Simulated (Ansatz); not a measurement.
Total energies of C₂H₈Cl₂GeSi, SMILES `Cl[SiH](Cl)C[CH2][GeH3]`.

| atom | x (Å) | y (Å) | z (Å) |
| --- | --- | --- | --- |
| Cl1 | 1.0814 | 2.0148 | -2.9190 |
| Si2 | -0.0788 | 1.0641 | -1.5238 |
| Cl3 | -1.5710 | 0.0321 | -2.4781 |
| C4 | 0.9878 | -0.1204 | -0.5658 |
| C5 | 0.2496 | -1.0905 | 0.3573 |
| Ge6 | -0.7373 | -0.2565 | 1.8390 |
| H7 | -0.7243 | 2.1094 | -0.7036 |
| H8 | 1.5793 | -0.6691 | -1.3085 |
| H9 | 1.7042 | 0.4928 | -0.0052 |
| H10 | 0.9609 | -1.7889 | 0.8066 |
| H11 | -0.4616 | -1.6942 | -0.2124 |
| H12 | -1.2380 | -1.3427 | 2.8045 |
| H13 | -1.9441 | 0.5392 | 1.3114 |
| H14 | 0.1919 | 0.7099 | 2.5975 |

Total charge 0; spin multiplicity 1. Correlated methods include outer-core shells of Ge, which these sets cover unevenly. Scalar relativity is left out up to krypton. All single points use the PBE0-D4/def2-TZVP geometry. It is one conformer, not always the lowest. Basis def2-TZVPP, the Gaussian-basis code of Ansatz.

RPA on PBE orbitals: Hartree–Fock energy of these orbitals -3363.78051 Eh, correlation -1.85999 Eh (frozen core).

```tsv
functional	energy without D4 (Eh)	D4 term (kJ/mol)
LDA (SPW92)	-3360.02726	–
revPBE	-3367.67147	-112.9
BLYP	-3368.07548	-90.3
r2SCAN	-3367.95237	-10.8
B97M-V	-3367.40594	–
B3LYP	-3368.19551	-68.5
HSE06 (plane-wave form)	-3367.28327	-34.5
CAM-B3LYP	-3368.20032	-37.9
ωB97X-V	-3367.70830	–
ωB97M-V	-3367.86372	–
```

Q: Give the same for PBE, PBE0, r2SCANh, r2SCAN0, BHLYP, LC-ωPBE, B2PLYP, PBE-QIDH. (Best estimate.)

A: Ansatz gave: 
```csv
functional,energy without D4 (Eh),D4 term (kJ/mol)
PBE,-3367.13078,-42.4
PBE0,-3367.31022,-36.6
r2SCANh,-3367.93860,-11.6
r2SCAN0,-3367.91970,-12.9
BHLYP,-3368.02330,-56.1
LC-ωPBE,-3367.43868,–
B2PLYP,-3367.26704,–
PBE-QIDH,-3366.72768,–
```

B3LYP takes the VWN-RPA correlation (the form of Gaussian; ORCA's B3LYP/G). HSE06 is the plane-wave form, built on full-range PBE exchange. The double hybrids freeze the cores in their second-order part.

LC-ωPBE has ω = 0.4 bohr⁻¹.
